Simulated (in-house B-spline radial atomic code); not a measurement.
Radial electron density of Ar5+, [Ne] 3s2 3p1. Level of theory: Dirac-Kohn-Sham PW91, spherical fractional occupations, Fermi nucleus of rms radius 3.4274 fm; calculated with a radial B-spline atomic code at the basis-set limit.

Columns: r (bohr), 4πr²n(r) (electrons per bohr), bar.

```
 0.00321   0.4703 #
 0.00383   0.6527 #
 0.00457    0.902 ##
 0.00545    1.239 ###
  0.0065    1.692 ####
 0.00776    2.297 #####
 0.00926    3.089 #######
   0.011    4.083 #########
  0.0132    5.415 ###########
  0.0157    6.981 ###############
  0.0188    8.927 ###################
  0.0224    11.11 #######################
  0.0267    13.49 ############################
  0.0319    15.95 ##################################
  0.0381    18.21 ######################################
  0.0454    19.95 ##########################################
  0.0542    20.89 ############################################
  0.0647    20.78 ############################################
  0.0772    19.61 #########################################
  0.0921     17.7 #####################################
    0.11    15.69 #################################
   0.131    14.42 ##############################
   0.156    14.52 ###############################
   0.187    16.18 ##################################
   0.223    18.62 #######################################
   0.266    20.55 ###########################################
   0.317    20.64 ###########################################
   0.379     18.2 ######################################
   0.452    13.86 #############################
   0.539    9.103 ###################
   0.643    5.477 ############
   0.767    3.691 ########
   0.916     3.29 #######
    1.09    3.222 #######
     1.3    2.723 ######
    1.56    1.751 ####
    1.86    0.845 ##
    2.22   0.2935 #
    2.64  0.07361 
    3.15  0.01142 
    3.76 0.001031 
    4.49 5.32e-05
```

On this grid the curve has 2 maxima, near 0.0542, 0.317 bohr.

The 3p3/2 radial function P(r) = rR(r), positive near the nucleus, with its small component Q(r) (sign convention: Q ≈ (P' + κP/r)/2c):

```
r (bohr)         P           Q
 0.00383  0.001029  -3.388e-05
 0.00545   0.00205  -6.732e-05
 0.00776  0.004065  -0.0001332
   0.011  0.007923  -0.0002591
  0.0157   0.01545  -0.0005037
  0.0224   0.02959  -0.0009598
  0.0319   0.05509   -0.001775
  0.0454   0.09896   -0.003162
  0.0647    0.1696   -0.005371
  0.0921     0.271   -0.008511
   0.131    0.3921     -0.0123
   0.187    0.4914    -0.01573
   0.266    0.4825    -0.01701
   0.379    0.2677    -0.01433
   0.539    -0.173   -0.007648
   0.767   -0.6872   0.0004397
    1.09   -0.9659    0.005882
    1.56   -0.7831    0.006183
    2.22   -0.3564    0.003003
    3.15  -0.07985   0.0007085
    4.49   -0.0062   5.607e-05
```
